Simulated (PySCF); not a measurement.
# Ni³⁺ (nickel, charge +3) across methods

[Ar] 3d7, high-spin 4F determinant. Calculation: PySCF 2.14, in aug-cc-pVTZ-DK; scalar relativity by spin-free X2C-1e.

```
 method  E (hartree)  mean ε 3p β (eV)  mean ε 3d α (eV)  mean ε 3d β (eV)  Σ⟨r²⟩ (bohr²)   ⟨S²⟩
r2SCAN0    -1518.260           -113.41           -52.031           -48.931          12.86  3.752
    PBE    -1518.034           -108.30           -48.471           -45.745          13.03  3.751
LC-wPBE    -1518.106           -114.16           -53.940           -51.182          13.00  3.751
 r2SCAN    -1518.276           -109.53           -48.980           -46.129          12.91  3.751
    LDA    -1515.457           -108.46           -48.769           -45.738          13.05  3.751
   PW91    -1518.411           -108.41           -48.569           -45.899          13.02  3.751
   PBE0    -1518.076           -112.58           -51.630           -48.612          12.93  3.751
   BP86    -1518.513           -108.41           -48.488           -45.893          13.00  3.751
    UHF  -1517.04810           -123.93           -60.199           -56.161          12.75  3.753
```
